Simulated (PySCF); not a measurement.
**Working out the ionisation energy of Bi²⁺**

Bi²⁺ [Xe] 4f14 5d10 6s2 6p1 (2P) → Bi³⁺ [Xe] 4f14 5d10 6s2 (1S). Computed with PySCF 2.14 in def2-SVP with the def2 core potential (60 electrons) (4s4p2d, 26 functions), with a scalar-relativistic core potential. Frozen: 5s2 5p6 5d10. Energies in hartree (1 hartree = 27.21139 eV):

```csv
part,Bi²⁺ (lower),Bi³⁺ (upper)
UHF,-212.726552,-211.881458
CCSD correlation,-0.030704,-0.024738
(T),-0.000162,0.000000
```

Problem. What does Hartree-Fock give?

Solution. (-211.881458) − (-212.726552) = 0.845094 hartree = 22.996 eV.

Problem. What do CCSD and CCSD(T) give?

Solution. The CCSD correlation energies differ by 0.005966 hartree = 0.162 eV and the triples by 0.000162 hartree = 0.004 eV, so CCSD gives 23.158 eV and CCSD(T) 23.162 eV.

Reference: 25.571 eV (measured; NIST Atomic Spectra Database, ionization energies), between the lowest levels; spin-orbit coupling is absent from the calculation.

A double-zeta basis recovers only part of the correlation energy.

What remains against the reference includes basis incompleteness, the frozen core and higher excitations.
